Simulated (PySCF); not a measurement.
Input of a response calculation (the driver script's job line, then coordinates in Å):

```
{"job": {"kind": "uv", "xc": "CAM-B3LYP", "basis": "def2-SVPD", "nstates": 8, "ntriplets": 3}, "charge": 0, "multiplicity": 1}
O     -0.092534     2.133434    -0.700248
C     -0.019168     1.006934    -0.329310
C     -1.032674    -0.125908    -0.044112
C      0.190831    -0.937825     0.314452
C      1.055445     0.059168     0.063029
Br     2.921753     0.203428     0.165473
H     -1.589914    -0.463533    -0.916349
H     -1.722144     0.081416     0.772543
H      0.301967    -1.951120     0.649342
```

Output:

```
coarse grid: 40648 points
cycle   1  E = -2802.9570908488  dE =  1.639e-01  |g| = 7.908e-01  |ddm| = 4.980e+00
cycle   2  E = -2802.6741194328  dE =  2.830e-01  |g| = 1.478e+00  |ddm| = 2.672e+00
cycle   3  E = -2803.0929006261  dE = -4.188e-01  |g| = 6.717e-02  |ddm| = 1.766e+00
cycle   4  E = -2803.0936635148  dE = -7.629e-04  |g| = 3.973e-02  |ddm| = 1.525e-01
cycle   5  E = -2803.0939946929  dE = -3.312e-04  |g| = 1.314e-02  |ddm| = 9.806e-02
cycle   6  E = -2803.0940411028  dE = -4.641e-05  |g| = 4.763e-03  |ddm| = 2.989e-02
cycle   7  E = -2803.0940475566  dE = -6.454e-06  |g| = 1.473e-03  |ddm| = 1.356e-02
final grid: 85232 points
cycle   8  E = -2803.0940304188  dE = -2.017e-07  |g| = 1.708e-03  |ddm| = 6.290e-03
cycle   9  E = -2803.0940297728  dE =  6.461e-07  |g| = 2.546e-03  |ddm| = 5.663e-03
cycle  10  E = -2803.0940311271  dE = -1.354e-06  |g| = 2.857e-04  |ddm| = 3.166e-03
cycle  11  E = -2803.0940311452  dE = -1.816e-08  |g| = 7.606e-05  |ddm| = 4.098e-04
cycle  12  E = -2803.0940311475  dE = -2.247e-09  |g| = 4.152e-05  |ddm| = 3.299e-04
cycle  13  E = -2803.0940311481  dE = -5.748e-10  |g| = 9.961e-06  |ddm| = 9.727e-05
converged SCF energy = -2803.0940311481

Static polarisability (au): isotropic 69.607, principal 47.244 71.215 90.362

Singlet excitations
state   eV       nm        f      main configurations
  1   4.0563    305.7   0.00016   H-1->L 0.89
  2   5.3353    232.4   0.09535   H->L 0.97
  3   6.0786    204.0   0.00030   H-2->L 0.85
  4   6.2161    199.5   0.00007   H->L+1 0.84
  5   6.6635    186.1   0.01602   H-1->L+1 0.56, H-2->L+1 0.31
  6   7.0036    177.0   0.00053   H-1->L+4 0.73
  7   7.2139    171.9   0.05930   H-3->L 0.70, H->L+4 0.13
  8   7.3529    168.6   0.00590   H->L+2 0.61, H-4->L 0.28

Triplet excitations (Tamm-Dancoff, eV): 3.5128 3.6110 5.6659
```

Computed, not measured: PySCF, TDDFT CAM-B3LYP/def2-SVPD, vertical, gas phase, core orbitals frozen in the response. Geometry: GFN2-xTB; no solvent, vibrations or thermal averaging. The CAM-B3LYP/def2-SVPD calculation is non-relativistic and has no spin–orbit coupling, an omission that weighs most on bromine.

Question: Give the mean polarisability in Å³.

Answer: 69.61 au × 0.148185 = 10.32 Å³.

Question: What is the polarisability anisotropy, √(½[(α1 − α2)² + (α2 − α3)² + (α3 − α1)²])?

Answer: 37.42 au.

Question: Which orbital energies lie behind H and L?

Answer: HOMO -9.10 eV and LUMO -0.84 eV, a gap of 8.26 eV; state 1 differs from that by -4.20 eV.

Question: What share of the summed oscillator strength falls to the strongest level in this window?

Answer: State 2 at 232 nm: 0.0954 of 0.1776, or 54%.

Question: How much of the mean polarisability do the listed states account for?

Answer: The sum over states Σ f/ΔE² (ΔE in hartree) gives 3.69 au, 5% of the total; the rest comes from higher roots of the same response equations.

Question: Which species is it?

Answer: `O=C1CC=C1Br` (C4H3BrO), point group Cs.

The SCF starts on a coarse grid; the energy jumps when the final grid takes over, and dE counts afresh there. H and L stand for HOMO and LUMO.

The run took 25 s of wall time on an Arm Neoverse V1 with one thread, no GPU, on a shared host.
